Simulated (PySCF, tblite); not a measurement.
C₅H₇FO₂Si.
SMILES: `COC1=C[Si@@H](O)C=C1F`

Jobs on this species (16 atoms, 76 electrons) with PySCF (density fitting) and tblite. Hardware of each: Arm Neoverse V1, one thread, no GPU, shared host. Other jobs ran on the host; a repeat could differ by tens of per cent or more.

Question: Rank these jobs by wall time, shortest first.
A. PBE0/pcSseg-1; shieldings, ring-centre shieldings, charges and field gradients; 195 basis functions
B. wB97X-D/def2-SVPD; 8 singlets by full TDDFT, 3 Tamm–Dancoff triplets, polarisability; 249 basis functions
C. GFN2-xTB; L-BFGS relaxation

Answer: C (0.51 s), A (53 s), B (1.8 min).

All jobs:

```json
{"level and settings": "GFN2-xTB", "work": "L-BFGS relaxation", "basis functions": "–", "SCF cycles": "–", "wall time": "0.51 s"}
{"level and settings": "GFN2-xTB", "work": "Hessian by finite differences", "basis functions": "–", "SCF cycles": "–", "wall time": "0.64 s"}
{"level and settings": "PBE0/pcSseg-1", "work": "shieldings, ring-centre shieldings, charges and field gradients", "basis functions": "195", "SCF cycles": "15", "wall time": "53 s"}
{"level and settings": "wB97X-D/def2-SVPD", "work": "8 singlets by full TDDFT, 3 Tamm–Dancoff triplets, polarisability", "basis functions": "249", "SCF cycles": "14", "wall time": "1.8 min"}
```

Q: What do all jobs in the table cost together?

A: About 2.7 min; the longest takes about 67 % of that, and about 210 times as long as the shortest.
